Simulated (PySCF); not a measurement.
I4Ti, singlet, at a GFN2-xTB geometry (such geometries of metal compounds can be far from the true shape) (all electrons, no relativity); M062X/3-21G (PySCF).

Here is a job for PySCF.
```python
from pyscf import gto, scf, dft

mol = gto.M(
    atom='''
Ti
I  1 2.642485
I  1 2.642485 2 109.471221
I  1 2.642485 2 109.471221 3 120.000000
I  1 2.642485 2 109.471220 3 -120.000000
''',
    basis='3-21g',
    verbose=3,
)

mf = dft.RKS(mol)
mf.xc = 'm062x'
mf.kernel()
mf.analyze()
```

The log (banner, timings and long lists left out):

```
SCF not converged.
SCF energy = -28355.3975532374
**** MO energy ****
MO #1   energy= -1164.56193997713  occ= 2
MO #2   energy= -1163.43284215608  occ= 2
MO #3   energy= -1163.39689406654  occ= 2
MO #4   energy= -1162.21596207428  occ= 2
MO #5   energy= -183.832385707167  occ= 2
MO #6   energy= -178.749134908003  occ= 2
MO #7   energy= -177.648327569148  occ= 2
MO #8   energy= -177.615934659787  occ= 2
MO #9   energy= -176.477139310731  occ= 2
MO #10  energy= -167.537456029517  occ= 2
MO #11  energy= -167.537413611267  occ= 2
MO #12  energy= -167.536842458423  occ= 2
MO #13  energy= -166.432062985867  occ= 2
MO #14  energy= -166.430262369793  occ= 2
MO #15  energy= -166.429839091333  occ= 2
MO #16  energy= -166.398979283162  occ= 2
MO #17  energy= -166.397145217131  occ= 2
MO #18  energy= -166.396946374738  occ= 2
MO #19  energy= -165.252009322693  occ= 2
MO #20  energy= -165.250938098396  occ= 2
MO #21  energy= -165.25092827434   occ= 2
MO #22  energy= -38.0006732092573  occ= 2
MO #23  energy= -36.9421927757288  occ= 2
MO #24  energy= -36.9149938407466  occ= 2
MO #25  energy= -35.838913661369   occ= 2
MO #26  energy= -33.1558967173662  occ= 2
MO #27  energy= -33.1557532527949  occ= 2
MO #28  energy= -33.1554034660108  occ= 2
MO #29  energy= -32.0980039480922  occ= 2
MO #30  energy= -32.0920990671331  occ= 2
MO #31  energy= -32.0909613994903  occ= 2
MO #32  energy= -32.0705816698032  occ= 2
MO #33  energy= -32.0644572422788  occ= 2
MO #34  energy= -32.0640160598629  occ= 2
MO #35  energy= -30.9905342299453  occ= 2
MO #36  energy= -30.986281948248   occ= 2
MO #37  energy= -30.9861798592056  occ= 2
MO #38  energy= -25.0106163569641  occ= 2
MO #39  energy= -25.0106125998739  occ= 2
MO #40  energy= -25.0099314911883  occ= 2
MO #41  energy= -25.0098273977306  occ= 2
MO #42  energy= -25.0097212289876  occ= 2
MO #43  energy= -24.1446905764365  occ= 2
MO #44  energy= -23.9445561592281  occ= 2
MO #45  energy= -23.9431586800171  occ= 2
MO #46  energy= -23.9422198568078  occ= 2
MO #47  energy= -23.9375687165678  occ= 2
MO #48  energy= -23.937526567624   occ= 2
MO #49  energy= -23.9162025574143  occ= 2
MO #50  energy= -23.9146192274459  occ= 2
MO #51  energy= -23.914226228654   occ= 2
MO #52  energy= -23.9094581457923  occ= 2
MO #53  energy= -23.9094514317273  occ= 2
MO #54  energy= -22.8255949951849  occ= 2
MO #55  energy= -22.8244802945058  occ= 2
MO #56  energy= -22.8244137358695  occ= 2
MO #57  energy= -22.8213152384303  occ= 2
MO #58  energy= -22.8213148017478  occ= 2
MO #59  energy= -20.9016882884127  occ= 2
MO #60  energy= -20.9010141122981  occ= 2
MO #61  energy= -20.9002631607207  occ= 2
MO #62  energy= -8.21307996994968  occ= 2
MO #63  energy= -7.22943798788432  occ= 2
MO #64  energy= -7.20908921088135  occ= 2
MO #65  energy= -6.47263353901191  occ= 2
MO #66  energy= -6.46858929463886  occ= 2
MO #67  energy= -6.46759598098774  occ= 2
MO #68  energy= -6.22903979836072  occ= 2
MO #69  energy= -5.49958232630781  occ= 2
MO #70  energy= -5.48172928369771  occ= 2
MO #71  energy= -5.4812530755094   occ= 2
MO #72  energy= -5.47789841124569  occ= 2
MO #73  energy= -5.46182525772891  occ= 2
MO #74  energy= -5.46050588604735  occ= 2
MO #75  energy= -5.06234860448979  occ= 2
MO #76  energy= -4.51167538156045  occ= 2
MO #77  energy= -4.49577366526144  occ= 2
MO #78  energy= -4.49507945943116  occ= 2
MO #79  energy= -4.13256264185886  occ= 2
MO #80  energy= -4.12724837859985  occ= 2
MO #81  energy= -4.1119352770485   occ= 2
MO #82  energy= -3.74902853797941  occ= 2
MO #83  energy= -3.74545504890986  occ= 2
MO #84  energy= -3.74470275024406  occ= 2
MO #85  energy= -3.73853402352982  occ= 2
MO #86  energy= -3.73851151312939  occ= 2
MO #87  energy= -2.7903988157637   occ= 2
MO #88  energy= -2.78073818681283  occ= 2
MO #89  energy= -2.77756152760364  occ= 2
MO #90  energy= -2.77416559552659  occ= 2
MO #91  energy= -2.76379455534801  occ= 2
MO #92  energy= -2.7626246971083   occ= 2
MO #93  energy= -2.75652968871988  occ= 2
MO #94  energy= -2.75643837678626  occ= 2
MO #95  energy= -2.74177039939205  occ= 2
MO #96  energy= -2.74042356098679  occ= 2
MO #97  energy= -2.74037612383796  occ= 2
MO #98  energy= -2.7380680966538   occ= 2
MO #99  energy= -2.7302968564885   occ= 2
MO #100 energy= -2.72630749706044  occ= 2
MO #101 energy= -2.72385636434023  occ= 2
MO #102 energy= -2.0541613535954   occ= 2
MO #103 energy= -1.82494713581722  occ= 2
MO #104 energy= -1.8150257487494   occ= 2
MO #105 energy= -1.81432880259938  occ= 2
MO #106 energy= -1.79546411185942  occ= 2
MO #107 energy= -1.79545967672407  occ= 2
MO #108 energy= -1.62216863231186  occ= 2
MO #109 energy= -1.46260585895932  occ= 2
MO #110 energy= -1.43909364161929  occ= 2
MO #111 energy= -1.40393473866801  occ= 2
MO #112 energy= -1.39903981779086  occ= 2
MO #113 energy= -1.2233038707797   occ= 2
MO #114 energy= -1.09871716467044  occ= 2
MO #115 energy= -1.01740640695058  occ= 2
MO #116 energy= -0.969841471767347 occ= 2
MO #117 energy= -0.873271477562209 occ= 2
MO #118 energy= -0.845156247438653 occ= 0
MO #119 energy= -0.84048996903776  occ= 0
MO #120 energy= -0.819710404349399 occ= 0
MO #121 energy= -0.808944187974068 occ= 0
MO #122 energy= -0.729787571464343 occ= 0
MO #123 energy= -0.68667271617344  occ= 0
MO #124 energy= -0.679950632214435 occ= 0
MO #125 energy= -0.672045100637473 occ= 0
 ** Mulliken atomic charges  **
charge of    0Ti =    -12.59024
charge of    1I =      4.14724
charge of    2I =      5.65322
charge of    3I =      4.07929
charge of    4I =     -1.28951
Dipole moment(X, Y, Z, Debye): 20.21106, 66.97347, 60.62427
```

Convergence was not reached.
